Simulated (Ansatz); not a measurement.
Start from `[AlH2][B]1[SiH2][Se]1` and change one atom or group to get `FB1[SiH2][Se]1`.

Ansatz, PBE0-D4/def2-TZVP geometries, multiplicity 1. 

Scalar relativity is left out up to krypton.

```tsv
property	`[AlH2][B]1[SiH2][Se]1`
HOMO energy (PBE0/def2-TZVPP) / eV	-6.89
HOMO–LUMO gap (PBE/def2-TZVPP) / eV	2.78
HOMO–LUMO gap (B3LYP/def2-TZVPP) / eV	4.31
HOMO–LUMO gap (PBE0/def2-TZVPP) / eV	4.62
size of the dipole moment (PBE/def2-TZVPP) / D	0.85
size of the dipole moment (B3LYP/def2-TZVPP) / D	0.94
```

What does the change do to each property? (Best estimate.)

Computed: 
| property | `FB1[SiH2][Se]1` | shift |
| --- | --- | --- |
| HOMO energy (PBE0/def2-TZVPP) / eV | -7.36 | -0.47 |
| HOMO–LUMO gap (PBE/def2-TZVPP) / eV | 3.85 | 1.07 |
| HOMO–LUMO gap (B3LYP/def2-TZVPP) / eV | 5.46 | 1.15 |
| HOMO–LUMO gap (PBE0/def2-TZVPP) / eV | 5.82 | 1.20 |
| size of the dipole moment (PBE/def2-TZVPP) / D | 1.08 | 0.23 |
| size of the dipole moment (B3LYP/def2-TZVPP) / D | 1.33 | 0.39 |

With PBE0 the HOMO falls by 0.47 eV and the LUMO rises by 0.75 eV, so the gap widens by about 1.22 eV. PBE moves the HOMO by -0.36 eV and ωB97M-V by -0.52 eV. The zero-point energy changes by -27.7 kJ/mol with -6 modes. Dipoles are sizes alone; their direction can turn.

B3LYP here is the variant with VWN-RPA as its local correlation; programs differ in this.

Spin–orbit coupling is left out; it splits and shifts lone-pair levels of the heavy atoms by tenths of an eV.
